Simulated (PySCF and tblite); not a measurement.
Results of a calculation; reference values are marked as such.
**Conformer ensemble of C₄H₇Br, numbered as in [CH2:1]=[CH:2][CH2:3][CH2:4][Br:5]**

Conformers came from 90 starts (ETKDG and KDG, MMFF94s, GFN2-xTB); geometries are PBE0-D3(BJ)/def2-SVP. Free energies are PBE0-D3(BJ)/def2-TZVP single points with GFN2-xTB rigid-rotor and vibrational terms (modes under about 100 cm⁻¹ blended into free rotors). Symmetry numbers and mirror images are counted. Conformers within 4 kcal/mol (GFN2-xTB free energy) were kept, 7 at most. GIAO shieldings: PBE0/pcSseg-1. Couplings: B3LYP/pcSseg-1 with pcJ-1 on H (gas phase; spin-dipole term only for pairs with B, N, F, Si or P). Couplings are for ¹H; a prime marks the second kind of pair between the same two sets of atoms. Shifts are against TMS (¹H), TMS (¹³C) at the same level; of two unlike H on one atom, a is the less shielded. Run with PySCF (density fitting) and tblite.

Torsions listed: C1–C2–C3–C4, C2–C3–C4–Br5. Of a mirror pair one member is shown.

| conformer | shape | symmetry | E(GFN2) kcal/mol | E(DFT) kcal/mol | G(298.15 K) kcal/mol | weight % | dipole D |
| --- | --- | --- | --- | --- | --- | --- | --- |
| 1 | -115°, -179° | C1 (pair) | 0.00 | 0.00 | 0.00 | 40.0 | 1.99 |
| 2 | 119°, 64° | C1 (pair) | 0.29 | 0.12 | 0.21 | 28.2 | 1.96 |
| 3 | -122°, 65° | C1 (pair) | 0.26 | 0.40 | 0.46 | 18.3 | 2.07 |
| 4 | 0°, 180° | Cs | 0.58 | 0.44 | 0.91 | 8.6 | 1.85 |
| 5 | 0°, -72° | C1 (pair) | 1.23 | 0.99 | 1.25 | 4.9 | 2.15 |

Weights (%) against temperature:

```tsv
T (K)	1	2	3	4	5	S(mix) cal/mol/K
150	52.0	29.6	13.0	4.4	1.1	3.60
200	46.3	29.4	15.8	6.2	2.3	3.81
250	42.6	28.8	17.4	7.6	3.7	3.94
298.15	40.0	28.2	18.3	8.6	4.9	4.03
400	36.2	27.0	19.3	10.3	7.2	4.14
```

Averaged shifts at 298.15 K. ¹H: 6.07 (H2, 1H), 5.43 (H1a, 1H), 5.41 (H1b, 1H), 3.24 (H4, 2H), 2.36 (H3, 2H) ppm. ¹³C: 144.5 (C2), 125.4 (C1), 42.1 (C4), 41.7 (C3) ppm.

Averaged couplings (Hz): ²J(H1b,H1a) 1.9, ³J(H1b,H2) 11.5, ⁴J(H1b,H3) -1.6, ³J(H1a,H2) 17.8, ⁴J(H1a,H3) -1.7, ³J(H2,H3) 8.1, ²J(H3,H3) -15.6, ³J(H3,H4) 7.6, ³J(H3,H4′) 9.6, ²J(H4,H4) -10.9.

Coordinates of conformer 1 (Å):

```xyz
12

C     2.023    0.084    0.237
C     0.903   -0.446   -0.256
C    -0.359    0.316   -0.524
C    -1.484   -0.169    0.373
Br   -3.151    0.768    0.019
H     2.913   -0.525    0.417
H     2.094    1.151    0.472
H     0.876   -1.521   -0.476
H    -0.662    0.187   -1.577
H    -0.197    1.393   -0.365
H    -1.698   -1.236    0.223
H    -1.256   -0.002    1.433
```

Coordinates of conformer 2 (Å):

```xyz
12

C     1.967   -0.382    0.346
C     0.730    0.012    0.648
C    -0.234    0.620   -0.322
C    -1.510   -0.178   -0.518
Br   -2.593   -0.281    1.101
H     2.625   -0.822    1.099
H     2.371   -0.276   -0.666
H     0.360   -0.114    1.673
H     0.246    0.717   -1.311
H    -0.502    1.640    0.004
H    -2.159    0.281   -1.275
H    -1.300   -1.217   -0.804
```

Spin–orbit effects of the heavy atoms on shieldings are missing. At a carbon that bears Br the missing effect is some 10 ppm, beside I tens of ppm. Shifts are unscaled: against experiment ¹³C can be off by 15 ppm or more and ¹H by 0.8 ppm.

Search and properties took 2.7 min on 1 thread of Intel Xeon 6975P-C (shared host) (rough), launched as `OMP_NUM_THREADS=1 python ens_run.py task.json out`.
